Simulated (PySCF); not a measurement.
Job file and geometry (Å, from GFN2-xTB) of an NMR shielding run on `InChI=1S/C4H10O2S2Si/c1-6-4(5)3-8-9-7-2/h3,9H2,1-2H3`, PySCF 2.14.0, density-fitted response routines, GIAO PBE0/pcSseg-1 NMR shielding, non-relativistic, gas phase; density fitting, a coarse starting grid and PySCF grid level 2 are the driver's defaults:

```
$ OMP_NUM_THREADS=1 python probes_run.py task.json out

{"job": {"kind": "nmr", "xc": "PBE0", "basis": "pcSseg-1"}, "charge": 0, "multiplicity": 1}
C     -3.190280     0.884027    -0.844217
O     -2.603917     0.778910     0.450553
C     -1.469987     0.100508     0.527894
O     -0.940806    -0.440107    -0.411929
C     -0.909370     0.096457     1.923399
S      0.059652    -1.410349     2.211071
Si     1.372663    -1.365379     0.507874
S      1.964395     0.650641     0.082775
C      3.353389     0.282977    -1.024109
H     -2.516194     1.413817    -1.519577
H     -4.114315     1.440098    -0.711966
H     -3.391505    -0.109309    -1.249384
H     -1.704690     0.142055     2.664065
H     -0.251125     0.960740     2.038107
H      0.908076    -2.085387    -0.661389
H      2.562508    -2.004752     1.062904
H      3.793930     1.234208    -1.302963
H      4.082750    -0.329567    -0.504773
H      2.985022    -0.230338    -1.905909
```

**Question.** What does the program print?

**Answer.** 
```
coarse grid: 17592 points
cycle   1  E = -1393.7692118777  dE =  1.199e+00  |g| = 8.628e-01  |ddm| = 3.964e+00
cycle   2  E = -1393.4587808339  dE =  3.104e-01  |g| = 1.564e+00  |ddm| = 1.700e+00
cycle   3  E = -1393.9003664596  dE = -4.416e-01  |g| = 2.586e-01  |ddm| = 1.199e+00
cycle   4  E = -1393.9120100678  dE = -1.164e-02  |g| = 9.317e-02  |ddm| = 2.440e-01
cycle   5  E = -1393.9134659156  dE = -1.456e-03  |g| = 1.989e-02  |ddm| = 6.307e-02
cycle   6  E = -1393.9135474149  dE = -8.150e-05  |g| = 5.590e-03  |ddm| = 2.491e-02
cycle   7  E = -1393.9135546501  dE = -7.235e-06  |g| = 1.537e-03  |ddm| = 7.790e-03
final grid: 156392 points
cycle   8  E = -1393.9911338355  dE = -2.297e-05  |g| = 1.488e-02  |ddm| = 2.924e-02
cycle   9  E = -1393.9910802276  dE =  5.361e-05  |g| = 2.238e-02  |ddm| = 2.476e-02
cycle  10  E = -1393.9911758151  dE = -9.559e-05  |g| = 2.993e-03  |ddm| = 1.558e-02
cycle  11  E = -1393.9911774560  dE = -1.641e-06  |g| = 5.123e-04  |ddm| = 2.205e-03
cycle  12  E = -1393.9911775004  dE = -4.442e-08  |g| = 1.566e-04  |ddm| = 4.189e-04
cycle  13  E = -1393.9911775053  dE = -4.817e-09  |g| = 3.809e-05  |ddm| = 1.563e-04
cycle  14  E = -1393.9911775056  dE = -3.679e-10  |g| = 1.149e-05  |ddm| = 4.740e-05
converged SCF energy = -1393.9911775056

GIAO shielding tensors (ppm)
atom      isotropic    diamagn.    paramagn.     s11        s22        s33       span
  0 C      131.342     245.198    -113.857    101.734    113.459    178.832     77.098
  1 O      144.055     399.153    -255.098    -34.495    227.821    238.837    273.333
  2 C        3.890     257.388    -253.498    -88.892     33.973     66.590    155.481
  3 O     -106.188     407.541    -513.728   -373.188   -245.593    300.218    673.407
  4 C      152.431     254.837    -102.406    127.243    152.473    177.577     50.334
  5 S      651.549    1057.743    -406.194    523.018    620.317    811.311    288.294
  6 Si     362.064     878.575    -516.512    308.572    351.073    426.546    117.974
  7 S      705.605    1061.687    -356.082    621.843    633.330    861.643    239.799
  8 C      174.213     250.442     -76.229    163.520    167.456    191.662     28.141
  9 H       27.731      30.515      -2.784     23.655     26.218     33.319      9.664
 10 H       27.869      27.142       0.727     23.792     26.112     33.704      9.912
 11 H       27.632      29.051      -1.419     23.877     25.581     33.438      9.562
 12 H       28.496      30.627      -2.131     22.197     27.777     35.515     13.317
 13 H       28.110      32.443      -4.333     23.481     27.684     33.165      9.684
 14 H       25.941      30.053      -4.112     22.636     23.849     31.338      8.703
 15 H       26.565      28.849      -2.284     22.736     24.908     32.050      9.313
 16 H       29.598      28.961       0.637     23.638     26.570     38.586     14.948
 17 H       29.686      28.277       1.409     23.678     27.624     37.758     14.080
 18 H       29.702      30.307      -0.605     23.381     27.960     37.767     14.386
```

**Question.** Turn these shieldings into chemical shifts. Shifts are taken against calculated references (same method and geometry level): TMS for $^{13}$C (σref 186.93), $^{29}$Si (σref 349.16), $^{1}$H (σref 31.72); $^{17}$O (σref 336.08) against H2O; $^{33}$S (σref 503.73) against CS2.

**Answer.** Averaging equivalent atoms: C 2: 183.0; C 0: 55.6; C 4: 34.5; C 8: 12.7; O 3: 442.3; O 1: 192.0; S 5: -148; S 7: -202; Si 6: -12.9; H 14/15: 5.46; H 9/10/11: 3.97; H 12/13: 3.41; H 16/17/18: 2.05 ppm. Unscaled 17O shifts of doubly bonded oxygen tend to come out too high, by tens of ppm or more. Experimental scales use liquid or dissolved standards, which lie at an offset from isolated H2O (liquid H2O: subtract about 36 ppm).

Size and cost of the density-fitted run: 224 basis functions, 87 s wall time on 1 thread of an Arm Neoverse N1, shared host; peak memory 1.1 GiB.
